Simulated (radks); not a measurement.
Results of a calculation; reference values are marked as such.
Question: The sulfur ion S4+, [Ne] 3s2. Code: a radial shooting solver on a logarithmic mesh with Libxc functionals. Model: non-relativistic Kohn-Sham, r2SCAN, spin-polarised, spherical densities, point nucleus; meta-GGA in the generalised Kohn-Sham scheme. Every spin shell is full or empty, so the densities are truly spherical. Functionals are evaluated on that one density, not self-consistently. Rank these exchange functionals by their error against the exact value of the orbitals, and give that value: LDA, PBEsol, RPBE, PW91, PW86, WC, AM05, SOGGA, B86b, G96, APBE, revTPSS, Tao-Mo, MVS.

Answer: Exact: -23.5158 hartree. From best to worst, with 100 (|E| - |E exact|)/|E exact| (equal figures are ties): RPBE +0.08, G96 +0.09, Tao-Mo -0.09, B86b +0.11, PW91 -0.12, MVS -0.30, revTPSS -0.43, PW86 +0.57, APBE +0.64, WC -1.65, PBEsol -3.57, SOGGA -3.62, AM05 -7.13, LDA -8.22.
